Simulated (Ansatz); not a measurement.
Process, species as SMILES: [Ga][F] (F-Ga) (closed-shell singlet) → F atom + Ga atom
B3LYP-D3(BJ)/def2-TZVP geometries, fixed; electronic energies without zero-point terms.

Basis-set convergence of the atomisation energy at PBE with Ansatz (a program for electronic structure). Cartesian d functions, on some or all atoms, in 3-21G; all else is spherical. The program fits the integrals of some runs and decomposes those of others, by size. Open shells are unrestricted. No added dispersion term, no relativity. Functions are those of the species that has most. Reference: the value in aug-cc-pV5Z, 145.48 kcal/mol, itself unsure by roughly 0.17 kcal/mol (its mean distance from pcseg-4, aug-pcseg-3, aug-cc-pVQZ). Deviations are taken from unrounded values.

```tsv
basis	functions	atomisation energy (kcal/mol)	minus reference (kcal/mol)
3-21G	32	154.32	8.84
cc-pVDZ	41	142.95	-2.53
aug-cc-pVDZ	59	143.80	-1.68
def2-SVPD	61	146.07	0.59
6-311G**	62	143.43	-2.05
pcseg-2	73	144.53	-0.95
def2-TZVPPD	94	145.58	0.10
aug-cc-pVTZ	105	145.19	-0.29
def2-QZVP	132	145.31	-0.17
def2-QZVPPD	161	145.47	-0.01
cc-pV5Z	195	145.48	0.00
pcseg-4	212	145.36	-0.12
aug-cc-pV5Z	267	145.48	0.00
```
